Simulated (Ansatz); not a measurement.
`[OH][GaH][BH][SiH3]` + `[SiH3]S` → `[SiH3]BS[SiH3]` + `[OH][GaH2]` at 400 K and 1 bar (cleavage of the B–Ga bond).

Calculated with Ansatz (gas phase, PBE0-D4/def2-TZVP geometries, no zero-point term in ΔE). CBS: MP2 limit from def2 TZ/QZ plus the TZ coupled-cluster correction, frozen cores. For Ga outer-core shells are correlated without core-valence functions, which leaves a few kJ/mol of doubt a bond. Scalar relativity is left out up to krypton. One conformer a species, not always the lowest.

```tsv
species	CCSD(T)/CBS energy (Eh)	H − E (kJ/mol)	S (J/(mol·K))
`[OH][GaH][BH][SiH3]`	-2316.57426	185.3	411.5
`[SiH3]S`	-689.27336	109.8	293.0
`[SiH3]BS[SiH3]`	-1004.95639	205.3	408.9
`[OH][GaH2]`	-2000.92981	89.0	281.3
```

H − E and S are ideal-gas, rigid-rotor, harmonic terms from PBE0-D4/def2-TZVP, for one conformer and one mirror image of each species. 1 Eh = 2625.50 kJ/mol, R = 8.31446 J/(mol·K).

**Question.** By hand: ΔE, ΔH, ΔS and ΔG.

**Answer.** ΔE = (-1004.95639) + (-2000.92981) − (-2316.57426) − (-689.27336) = -0.03858 Eh = -101.3 kJ/mol. Δ(H − E) = 205.3 + 89.0 − 185.3 − 109.8 = -0.8, so ΔH = -102.1 kJ/mol. ΔS = 408.9 + 281.3 − 411.5 − 293.0 = -14.3 J/(mol·K). ΔG = -102.1 − 400 × (-14.3)/1000 = -96.4 kJ/mol.

**Question.** By hand: the equilibrium constant, and the temperature at which ΔG would vanish if ΔH and ΔS stayed fixed.

**Answer.** log₁₀ K = −ΔG/(RT ln 10) = 12.6. ΔG = 0 at ΔH/ΔS = 7140 K, far beyond where these terms or the molecules hold.

The number of gas molecules stays the same, so ΔS is small and ΔH decides. A doubt of 5 kJ/mol in ΔE shifts log₁₀ K by 0.7 here. Other conformers and mirror images would add mixing entropy, several J/(mol·K) or more a flexible species. Modes under 60 cm⁻¹, often nearly free rotors, make the harmonic entropy too high. These are equilibria of isolated gas molecules and say nothing of rates. Largest T1 diagnostic: 0.015 (customary marks: 0.02 for closed shells, 0.045 for open ones).
